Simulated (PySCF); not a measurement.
A series of related molecules.

All values: CAM-B3LYP/def2-SVPD (PySCF) at PBE0-D3(BJ)/def2-SVP geometries, gas phase, one conformer each. Core orbitals are frozen in the response; Δα² is half the sum of the squared differences of the principal polarisabilities. Atoms past krypton carry effective core potentials.

Problem. Rank by HOMO–LUMO gap, highest first.
A. `[CH3][Ti]([CH3])([CH3])[OH]` (Ti(OH)Me3)
B. `[CH3][Ti]([CH3])([CH3])[I]` (TiIMe3)
C. `[H][Ti]([CH3])([CH3])[CH3]` (TiHMe3)
D. `[CH3][Ti]([CH3])([CH3])[NH2]` (Ti(NH2)Me3)

Solution. A (8.83 eV), C (8.66 eV), D (8.54 eV), B (7.75 eV).

Problem. Rank by polarisability anisotropy Δα, lowest first.
A. TiHMe3, `[H][Ti]([CH3])([CH3])[CH3]`
B. Ti(NH2)Me3, `[CH3][Ti]([CH3])([CH3])[NH2]`
C. TiPhMe3, `[CH3][Ti]([CH3])([CH3])[c]1ccccc1`
D. Ti(OH)Me3, `[CH3][Ti]([CH3])([CH3])[OH]`
E. TiIMe3, `[CH3][Ti]([CH3])([CH3])[I]`

Solution. B (0.68 Å³), D (1.44 Å³), A (1.89 Å³), E (3.61 Å³), C (9.17 Å³).

All values together:

```
                           SMILES   formula  μ (D)  HOMO (eV)  LUMO (eV)  α (Å³)  Δα (Å³)  electrons  α per electron (Å³)  ΔSCF removal energy (eV)
       [H][Ti]([CH3])([CH3])[CH3]   C3H10Ti   1.03      -9.24      -0.58   12.49     1.89         50                0.250                         –
[CH3][Ti]([CH3])([CH3])[c]1ccccc1   C9H14Ti   0.44      -8.52      -0.65   22.61     9.17         90                0.251                         –
       [CH3][Ti]([CH3])([CH3])[I]   C3H9ITi   2.34      -8.79      -1.03   17.39     3.61        102                0.170                      9.61
     [CH3][Ti]([CH3])([CH3])[NH2]  C3H11NTi   1.31      -8.73      -0.19   13.46     0.68         58                0.232                      9.29
      [CH3][Ti]([CH3])([CH3])[OH]  C3H10OTi   1.19      -8.93      -0.10   12.58     1.44         58                0.217                         –
```

Conformers: `[CH3][Ti]([CH3])([CH3])[c]1ccccc1` (singlet state).

A dash marks a removal energy that wasn't run or isn't settled.
